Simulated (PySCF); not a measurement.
Al(GeH3)2(H) (AlGe2H7), SMILES [GeH3][AlH][GeH3].

Coordinates come from a r2SCAN-D4/def2-SVP optimisation. The structure was generated by enumeration; whether it is a known compound was not checked.

Computed with TDA-PBE/def2-SVPD run with PySCF.

Vertical excitations. Isolated molecule, no solvent.

Give excitation energies, oscillator strengths and character. (The exact figures need the calculation; the answer reports its results.)


```csv
state,energy (eV),λ (nm),f,main pairs
S1,3.44,361,0.000,HOMO→LUMO 99 %
S2,4.02,308,0.003,HOMO−1→LUMO 98 %
S3,5.13,242,0.003,HOMO−2→LUMO 98 %
S4,5.29,234,0.002,HOMO−3→LUMO 85 %
S5,5.31,234,0.000,HOMO−5→LUMO 98 %
S6,5.43,228,0.006,HOMO−4→LUMO 91 %
S7,5.65,219,0.294,"HOMO→LUMO+1 63 %, HOMO→LUMO+4 11 %, HOMO→LUMO+2 10 %"
S8,5.94,209,0.037,"HOMO→LUMO+2 46 %, HOMO→LUMO+3 26 %, HOMO−1→LUMO+1 17 %"
S9,6.02,206,0.029,"HOMO→LUMO+3 58 %, HOMO→LUMO+2 28 %"
S10,6.06,205,0.037,HOMO−1→LUMO+1 74 %
T1,2.95,420,0,HOMO→LUMO 100 %
T2,3.54,350,0,HOMO−1→LUMO 99 %
T3,4.94,251,0,"HOMO→LUMO+1 54 %, HOMO−3→LUMO 43 %"
T4,5.00,248,0,"HOMO−3→LUMO 36 %, HOMO−2→LUMO 23 %, HOMO→LUMO+1 20 %, HOMO−4→LUMO 17 %"
```
Triplets are in the Tamm–Dancoff approximation.
